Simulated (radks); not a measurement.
Neutral titanium inside a hard spherical wall (all orbitals vanish at R), configuration held at [Ar] 3d2 4s2 and not refilled when levels cross. Method: scalar-relativistic Kohn-Sham, LDA (Slater exchange, VWN5 correlation), spin-unpolarised, spherical densities, finite nucleus; Fermi nuclear charge, rms radius 3.5921 fm; computed with a radial shooting solver on a logarithmic mesh with Libxc functionals. Eigenvalues in eV, with the zero of energy where the potential of the charges vanishes at infinity; a dash marks a level that is unbound or too diffuse for the functional's potential to be trusted. A positive occupied level is held by the wall or, in an anion where self-interaction has pushed it up, behind a barrier. The pressure on the wall is -dE/dV.

R (bohr)  E (hartree)  kinetic (hartree)    e(3s)    e(3p)   e(4s)   e(3d)  e(4p, empty)  e(5s, empty)  pressure (GPa)
free       -851.73074            858.405  -62.271  -38.794  -4.592  -4.467        -1.534        -0.058               0
20         -851.73074            858.405  -62.271  -38.794  -4.592  -4.467        -1.534         0.053        < 0.0001
15         -851.73074            858.405  -62.271  -38.794  -4.592  -4.466        -1.529         0.320        < 0.0001
12         -851.73065            858.406  -62.261  -38.784  -4.584  -4.457        -1.497         0.901         0.00164
8          -851.72341            858.459  -61.898  -38.423  -4.276  -4.120        -0.875         4.727           0.287
6          -851.66966            858.729  -60.523  -37.065  -2.884  -2.860         1.280        13.316            4.21
5          -851.55194            859.197  -58.678  -35.258  -0.555  -1.145         4.521        24.338            18.3
4          -851.17473            860.484  -54.964  -31.650   5.664   2.499        12.550        48.741            96.8
3.5        -850.69981            862.003  -51.732  -28.510  12.659   5.916        21.079        72.551             254
3          -849.69613            865.167  -46.596  -23.435  26.180  11.743        36.760        113.40             764
